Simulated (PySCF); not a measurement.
SMILES Fc1conc1OC1CC1, C₆H₆FNO₂

Geometry:
```
atom   x (Å)   y (Å)   z (Å)
  F1   1.214   1.635   0.020
  C2   1.696   0.387   0.058
  C3   2.956  -0.016  -0.259
  O4   3.039  -1.335  -0.087
  N5   1.849  -1.822   0.341
  C6   1.016  -0.815   0.442
  O7  -0.233  -1.003   0.856
  C8  -1.069   0.131   0.878
  C9  -2.519  -0.122   0.625
 C10  -1.694   0.593  -0.404
 H11   3.826   0.509  -0.598
 H12  -0.776   0.868   1.618
 H13  -2.805  -1.140   0.419
 H14  -3.239   0.437   1.201
 H15  -1.832   1.653  -0.549
 H16  -1.438   0.051  -1.302
```

Level of theory: GIAO B97-2/pcSseg-1 magnetisability, rotational g tensor and spin-rotation constants, non-relativistic, gas phase in PySCF. Geometry: GFN2-xTB.

(1) Give the nuclear spin-rotation constants along the inertial axes (H = +C I·J) beside the isotropic shieldings.

Results:

(1) Rotational constants 2.9757, 0.9766, 0.7801 GHz. A star marks the isotopologue with that one atom substituted, in its own axes.
| atom | isotope | Caa (kHz) | Cbb (kHz) | Ccc (kHz) | mean (kHz) | σ (ppm) |
| --- | --- | --- | --- | --- | --- | --- |
| F1 | 19F | 2.350 | 0.861 | 0.051 | 1.087 | 370.2 |
| N5 | 14N | 0.813 | 0.187 | 0.083 | 0.361 | -107.2 |
| H11 | 1H | 0.067 | -0.004 | -0.086 | -0.008 | 23.4 |
| H12 | 1H | -0.270 | -0.072 | 0.007 | -0.112 | 27.7 |
| H13 | 1H | -0.295 | -0.011 | -0.075 | -0.127 | 30.6 |
| H14 | 1H | -0.066 | -0.106 | -0.063 | -0.078 | 30.9 |
| H15 | 1H | -0.306 | -0.002 | -0.086 | -0.131 | 31.1 |
| H16 | 1H | -0.273 | -0.116 | -0.002 | -0.130 | 30.9 |
| C2 | 13C* | 0.976 | 0.427 | 0.197 | 0.533 | 38.1 |
| C3 | 13C* | 1.177 | 0.415 | 0.153 | 0.582 | 37.6 |
| O4 | 17O* | -1.187 | -0.382 | -0.100 | -0.556 | 21.4 |
| C6 | 13C* | 1.302 | 0.413 | 0.183 | 0.633 | 21.3 |
| O7 | 17O* | -0.563 | -0.154 | -0.069 | -0.262 | 219.2 |
| C8 | 13C* | 0.585 | 0.152 | 0.188 | 0.308 | 130.7 |
| C9 | 13C* | 0.441 | 0.114 | 0.095 | 0.217 | 176.5 |

For the geometry as given, no vibrational averaging.
